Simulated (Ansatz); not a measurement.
`C[CH](C)[MgH]` + dimethylamine → `C[N](C)[MgH]` + propane at 500 K and 1 bar (ligand exchange at a Mg–C bond).

Gas-phase electronic energies from Ansatz, PBE0-D4/def2-TZVP geometries. CBS: MP2 limit from def2 TZ/QZ plus the TZ coupled-cluster correction, frozen cores. For Mg outer-core shells are correlated without core-valence functions, which leaves a few kJ/mol of doubt a bond.

| species | CCSD(T)/CBS energy (Eh) | H − E (kJ/mol) | S (J/(mol·K)) |
| --- | --- | --- | --- |
| `C[CH](C)[MgH]` | -318.83443 | 298.8 | 391.2 |
| `CNC` | -135.00321 | 273.8 | 313.8 |
| `C[N](C)[MgH]` | -334.89311 | 268.1 | 377.1 |
| `CCC` | -118.98051 | 304.1 | 314.1 |

H − E and S are ideal-gas, rigid-rotor, harmonic terms from PBE0-D4/def2-TZVP. 1 Eh = 2625.50 kJ/mol, R = 8.31446 J/(mol·K).

Task: By hand: ΔE, ΔH, ΔS and ΔG.

Result: ΔE = (-334.89311) + (-118.98051) − (-318.83443) − (-135.00321) = -0.03598 Eh = -94.5 kJ/mol. Δ(H − E) = 268.1 + 304.1 − 298.8 − 273.8 = -0.4, so ΔH = -94.9 kJ/mol. ΔS = 377.1 + 314.1 − 391.2 − 313.8 = -13.8 J/(mol·K). ΔG = -94.9 − 500 × (-13.8)/1000 = -88.0 kJ/mol.

Task: By hand: the equilibrium constant, and the temperature at which ΔG would vanish if ΔH and ΔS stayed fixed.

Result: log₁₀ K = −ΔG/(RT ln 10) = 9.2. ΔG = 0 at ΔH/ΔS = 6877 K, far beyond where these terms or the molecules hold.

The number of gas molecules stays the same, so ΔS is small and ΔH decides. A doubt of 5 kJ/mol in ΔE shifts log₁₀ K by 0.5 here. These are equilibria of isolated gas molecules and say nothing of rates. Largest T1 diagnostic: 0.010 (customary marks: 0.02 for closed shells, 0.045 for open ones).
